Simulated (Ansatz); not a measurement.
Ca₃Se₃, relaxed as a singlet with RKS PBE0-D4/def2-SVP in Ansatz, starting from the GFN1-xTB geometry. Force threshold 0.02 eV/Å.

The structure comes from a short search, and lower isomers may exist.

Start:

Cartesian coordinates in Å:
```
Ca 0.8821 -0.9239 0.2573
Ca 0.8857 1.8202 -1.7645
Ca -2.0003 0.1003 1.7707
Se -1.0770 -2.2327 1.4125
Se -0.4009 1.7725 0.5258
Se 1.7104 -0.5365 -2.2017
```

```
        step   energy (eV)  largest force component (eV/Å)  SCF passes
           1  -251304.4536                           0.928          17
           2  -251304.5591                           0.680          24
           3  -251304.6975                           0.185          21
           4  -251304.7208                           0.091          20
           5  -251304.7250                           0.090          19
           6  -251304.7313                           0.027          20
           7  -251304.7325                           0.006          19
           8  -251304.7331                           0.045          20
9 (rejected)  -251304.7328                           0.031          20
          10  -251304.7335                           0.012          21
          11  -251304.7336                           0.004          20
          12  -251304.7337                           0.005          20
```

Force components are those of the run's own axes.

End:

```xyz
6

Ca    0.601   -1.105   -0.047
Ca    0.991    1.954   -1.832
Ca   -2.041    0.136    1.991
Se   -1.120   -2.270    1.754
Se   -0.494    1.648    0.391
Se    2.062   -0.363   -2.256
```

By distances, no bond broke or formed. The bond that changes most is Ca1–Se6, from 2.62 to 2.75 Å (atoms count from 1).

The force fell under the threshold at step 7, but the optimiser went on. No frequencies were taken in this run, so the end may be a saddle point.

Hardware: 2 threads of AMD EPYC 7R13 on a shared host. Wall time 1.9 min, peak host memory 0.7 GiB.
